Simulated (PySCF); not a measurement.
TiH₄, SMILES [TiH4], multiplicity 1.

Coordinates come from a B3LYP-D3(BJ)/def2-TZVPD optimisation. The multiplicity is an assumed one; other spin states were not compared.

Computed with PBE/def2-TZVPD in PySCF.

Computed frontier levels, gap, dipole moment and polarisability:
The highest occupied level is -7.45 eV and the lowest empty level comes out as -4.33 eV. The orbital gap is 3.12 eV and the dipole moment is 0.00 D. The quadrupole, principal values (traceless, Buckingham form, about the centre of nuclear charge) is 0.00, 0.00, 0.00 D·Å. The mean static polarisability is 49.7 bohr³ (7.36 Å³) and the polarisability, principal values is 49.7, 49.7, 49.7 bohr³.
